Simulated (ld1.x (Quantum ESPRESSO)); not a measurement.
## chromium: one change to a TM potential, before and after

```json
{"Element": "Cr", "Generator": "ld1.x (Quantum ESPRESSO) 7.5", "Type": "norm-conserving Troullier–Martins (Kleinman–Bylander form)", "Functional": "PBE", "Relativity": "scalar-relativistic", "Frozen core": "[Ne]", "Valence charge": "14", "Reference configuration": "3s2 3p6 3d3 4s0 4p0 (charge +3)", "Partial waves": "3s (bound): rc 1.45 bohr; 3p (bound): rc 0.95 bohr; 3d (bound): rc 0.95 bohr", "Local potential": "all-electron potential smoothed inside 0.80 bohr (lloc = -1)", "Core correction": "none"}
```

Change: all radii scaled by about 1.05 (s 1.52, p 1.00, d 1.00 bohr); local potential all-electron potential smoothed inside 0.84 bohr (lloc = -1).

Cutoffs: the cutoffs (Ry, on a coarse ladder) from which the occupation-weighted sum of valence levels, in a spherical-Bessel basis at the reference potential, stays within 10 and 1 mRy of its value at 400 Ry; they do not see the model core or the augmentation charge, which bear on the density cutoff. Errors are all-electron minus pseudo energies relative to the spin-unpolarised reference configuration.

Question: Predict the effect on cutoff, ghosts and configuration errors.

Answer: The potential gets neither clearly harder nor softer (180 Ry and 230 Ry → 180 Ry and 200 Ry); the d channel sets the loose cutoff, while the largest relative change is in p, which becomes softer; the errors of the 7 common tests hardly move; neither file shows a bound ghost at the reference potential, the only one tested.

| quantity | base | changed |
| --- | --- | --- |
| cutoff, loose | 180 Ry | 180 Ry |
| cutoff, tight | 230 Ry | 200 Ry |
| loose cutoff by channel (10 mRy a level) | s 35 Ry, p 70 Ry, d 160 Ry | s 35 Ry, p 45 Ry, d 160 Ry |
| bound ghosts | none | none |
| error for 3s2 3p6 3d5 4s1 4p0, meV [ΔE -53.70 eV] | +576 | +574 |
| error for 3s2 3p6 3d5 4s0 4p0, meV [ΔE -46.80 eV] | +23 | +25 |
| error for 3s2 3p6 3d4 4s0 4p0, meV [ΔE -30.75 eV] | +12 | +13 |
| error for 3s2 3p6 3d5.5 4s0.5 4p0, meV [ΔE -52.98 eV] | +267 | +269 |
| error for 3s2 3p6 3d2 4s0 4p0, meV [ΔE 48.36 eV] | +34 | +37 |
| error for 3s2 3p6 3d6 4s0 4p0, meV [ΔE -51.97 eV] | +23 | +25 |
| error for 3s2 3p6 3d4 4s2 4p0, meV [ΔE -53.80 eV] | +1581 | +1545 |

Base: These tests converged, but a pseudo level misses the all-electron one widely, so the file describes the atom poorly there or has found another state: 3s2 3p6 3d2 4s0 4p0: empty 4s by 5.3 eV (a node warning on the way). Changed file: These tests converged, but a pseudo level misses the all-electron one widely, so the file describes the atom poorly there or has found another state: 3s2 3p6 3d2 4s0 4p0: empty 4s by 4.9 eV.
